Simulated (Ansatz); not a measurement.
Consider the substitution at a C–C bond: `CC1(O)C[SiH2]1` + `NCS[SiH3]` → `CNCS[SiH3]` + `OC1C[SiH2]1`.

Isolated molecules relaxed with PBE0-D4/def2-TZVP in Ansatz; ΔE leaves out vibrations. CBS: MP2 limit from def2 TZ/QZ plus the TZ coupled-cluster correction, frozen cores. One conformer a species, not always the lowest.

`CC1(O)C[SiH2]1`:

```xyz
13

C    -1.466    0.068    0.422
C     0.001    0.325    0.212
O     0.479    1.476    0.864
C     0.943   -0.856    0.431
Si    0.901   -0.270   -1.330
H    -2.072    0.891    0.033
H    -1.677   -0.040    1.492
H    -1.786   -0.845   -0.086
H     0.120    2.245    0.415
H     0.483   -1.798    0.714
H     1.827   -0.612    1.013
H     2.053    0.504   -1.836
H     0.196   -1.088   -2.343
```

`NCS[SiH3]`:

Cartesian coordinates in Å:
```
N -2.058 0.120 0.861
C -0.982 0.011 -0.087
S 0.341 1.174 0.421
Si 2.016 0.169 -0.415
H -2.894 -0.335 0.518
H -1.807 -0.288 1.752
H -1.346 0.314 -1.070
H -0.537 -0.989 -0.178
H 2.108 -1.222 0.106
H 3.210 0.951 -0.011
H 1.949 0.095 -1.899
```

`CNCS[SiH3]`:

Cartesian coordinates in Å:
```
C -0.660 -0.097 -2.286
N 0.337 -0.766 -1.479
C 0.600 -0.182 -0.218
S -0.883 -0.202 0.942
Si 0.065 0.520 2.693
H -0.339 0.931 -2.475
H -1.655 -0.058 -1.822
H -0.744 -0.602 -3.249
H 0.140 -1.754 -1.391
H 1.403 -0.720 0.284
H 0.887 0.863 -0.348
H 0.584 1.902 2.504
H 1.216 -0.346 3.071
H -0.950 0.511 3.774
```

`OC1C[SiH2]1`:

```xyz
10

O     0.036   -0.597    1.729
C     0.339    0.215    0.632
C     0.463   -0.454   -0.748
Si   -0.991    0.686   -0.574
H     0.782   -1.188    1.876
H     1.111    0.963    0.824
H     1.334   -0.211   -1.348
H     0.216   -1.512   -0.753
H    -0.964    2.028   -1.193
H    -2.327    0.070   -0.446
```

```
         species  MP2/CBS(def2) energy (Eh)
`CC1(O)C[SiH2]1`                 -483.09022
     `NCS[SiH3]`                 -783.74136
    `CNCS[SiH3]`                 -822.97851
   `OC1C[SiH2]1`                 -443.83927
```

Problem. Work out ΔE.

Solution. ΔE = (-822.97851) + (-443.83927) − (-483.09022) − (-783.74136) = 0.01380 Eh = +36.2 kJ/mol. CCSD(T)/CBS gives +33.8 kJ/mol.

Largest T1 diagnostic among the species: 0.012.

In def2-TZVPP, CCSD(T) changes the Hartree–Fock value by +6.6 kJ/mol (the triples alone add +0.5 kJ/mol) and MP2 by +9.0 kJ/mol.
